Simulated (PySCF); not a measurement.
From one molecule to another.

First species: C5H12GeSi.
Numbering: `[SiH3:1][CH2:2][GeH:3]1[CH2:4][CH:5]=[CH:6][CH2:7]1` (hydrogens: H8, H9, H10 on Si1; H11, H12 on C2; H13 on Ge3; H14, H15 on C4; H16 on C5; H17 on C6; H18, H19 on C7)

Geometry (PBE0-D3(BJ)/def2-SVP, Å), atoms numbered from 1 in this order:
```xyz
19
C5H12GeSi angstrom
Si     2.9595    0.1222    0.6948
C      1.4685    0.9553   -0.0835
Ge     0.0615   -0.2704   -0.6827
C     -1.5952    0.6683   -1.1999
C     -2.5573    0.2454   -0.1241
C     -2.1849   -0.6339    0.8189
C     -0.7988   -1.2167    0.8176
H      2.5475   -0.6751    1.8927
H      3.9817    1.1233    1.1347
H      3.6068   -0.8095   -0.2807
H      1.7991    1.5597   -0.9448
H      1.0152    1.6477    0.6458
H      0.6208   -1.2082   -1.7728
H     -1.9489    0.3749   -2.2028
H     -1.4617    1.7631   -1.2251
H     -3.5719    0.6610   -0.1186
H     -2.8943   -0.9385    1.5974
H     -0.2781   -1.0461    1.7750
H     -0.8176   -2.3095    0.6677
```

Second species: C5H12GeSi.
Numbering: `[CH3:1][CH2:2][Si@H:3]([CH3:4])[C:5]#[C:6][GeH3:7]` (hydrogens: H8, H9, H10 on C1; H11, H12 on C2; H13 on Si3; H14, H15, H16 on C4; H17, H18, H19 on Ge7)

Levels: CAM-B3LYP/def2-SVPD for HOMO energy, LUMO energy, HOMO–LUMO gap and static isotropic polarisability; TDDFT CAM-B3LYP/def2-SVPD for lowest singlet excitation; TDA CAM-B3LYP/def2-SVPD for lowest triplet excitation (Tamm–Dancoff); ΔSCF CAM-B3LYP/def2-SVPD for vertical ionisation energy. Geometries: PBE0-D3(BJ)/def2-SVP. Each structure is a single optimised conformer of the isolated species, non-relativistic unless stated. Electronic properties by PySCF.

Dipoles, sizes and rotational constants follow the conformer. The torsions of the flexible species, by atom-mapped SMILES:
- `[CH3:1][CH2:2][Si@H:3]([CH3:4])[C:5]#[C:6][GeH3:7]`: C1–C2–Si3–C4 178°

The conformers of `[SiH3][CH2][GeH]1[CH2]C=C[CH2]1` aren't listed.

Values for the first species:

* HOMO energy: -8.36 eV
* LUMO energy: 1.11 eV
* HOMO–LUMO gap: 9.47 eV
* Lowest singlet excitation: 6.69 eV
* Lowest triplet excitation (Tamm–Dancoff): 4.29 eV
* Static isotropic polarisability: 113.7 au
* Vertical ionisation energy: 9.07 eV

**Question.** Estimate the same properties for the second species, and the change in each.

**Answer.** 
```tsv
property	first	second	second less first
HOMO energy	-8.36 eV	-9.03 eV	-0.67 eV
LUMO energy	1.11 eV	0.76 eV	-0.35 eV
HOMO–LUMO gap	9.47 eV	9.79 eV	+0.32 eV
lowest singlet excitation	6.69 eV	5.63 eV	-1.06 eV
lowest triplet excitation (Tamm–Dancoff)	4.29 eV	4.66 eV	+0.37 eV
static isotropic polarisability	113.7 au	119.4 au	+5.7 au
vertical ionisation energy	9.07 eV	9.65 eV	+0.58 eV
```

On the first: The vertical singlet–triplet gap S1 − T1 is 2.40 eV (TDDFT singlet less Tamm–Dancoff triplet). The polarisability is 16.84 Å³ as a volume (1 au = 0.148185 Å³), or 1.29 au for each of the 88 electrons. Relativistic effects, spin–orbit coupling among them, are left out although an element past zinc is present.

On the second: The 10 singlets span 5.63 to 8.06 eV, and their oscillator strengths add up to 1.28. The ΔSCF ionisation energy exceeds −ε(HOMO) by 0.62 eV with CAM-B3LYP. Relativistic effects, spin–orbit coupling among them, are left out although an element past zinc is present.
